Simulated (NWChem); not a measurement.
# Atomisation of CSi

```
Si
C 1 1.7231
```
Charge 0, spin multiplicity 3.

Program: NWChem. Structure: optimised with UB3LYP/def2-SVP, a minimum by its harmonic frequencies.

Basis set: def2-TZVP. The atomisation energy is electronic alone: no zero-point, thermal, spin-orbit or counterpoise terms. No value is extrapolated to the basis-set limit. Free atoms are single determinants with multiplicities Si 3, C 3. Correlated methods freeze the same cores in atoms and molecule, 6 orbitals in all.

The cost column gives rough processor time relative to B3LYP; each entry includes its own SCF. Costs are the molecule's.

B3LYP has NWChem's definition, with VWN1-RPA local correlation. This spin state was chosen for the runs; another may lie lower. The structure started from a generated list of species. The unpaired electrons of the parent sit in orbitals of symmetry a1 and b1 (C2v labels of the run); other states weren't searched. The stability of the SCF solutions was not checked. Open-shell Hartree-Fock references start from PBE0 orbitals; any time given for them includes that run. No row is a measurement; the coupled-cluster row has its own basis-set and correlation limits.

```json
[
 {"method": "B3LYP", "atomisation energy (kcal/mol)": "100.1", "relative cost": "1", "remark": "-"},
 {"method": "PBE0", "atomisation energy (kcal/mol)": "101.9", "relative cost": "under 3", "remark": "-"},
 {"method": "BHandHLYP", "atomisation energy (kcal/mol)": "…", "relative cost": "under 3", "remark": "-"},
 {"method": "BLYP", "atomisation energy (kcal/mol)": "105.4", "relative cost": "under 3", "remark": "-"},
 {"method": "PBE", "atomisation energy (kcal/mol)": "111.0", "relative cost": "under 3", "remark": "-"},
 {"method": "M06-2X", "atomisation energy (kcal/mol)": "103.1", "relative cost": "under 3", "remark": "-"},
 {"method": "HF", "atomisation energy (kcal/mol)": "…", "relative cost": "under 3", "remark": "spin-contaminated"},
 {"method": "MP2", "atomisation energy (kcal/mol)": "86.0", "relative cost": "under 3", "remark": "spin-contaminated"},
 {"method": "CCSD(T)", "atomisation energy (kcal/mol)": "96.6", "relative cost": "8", "remark": "-"}
]
```

Problem. What belongs in the gaps?

Solution. 
- BHandHLYP, atomisation energy (kcal/mol): 89.5
- HF, atomisation energy (kcal/mol): 61.6
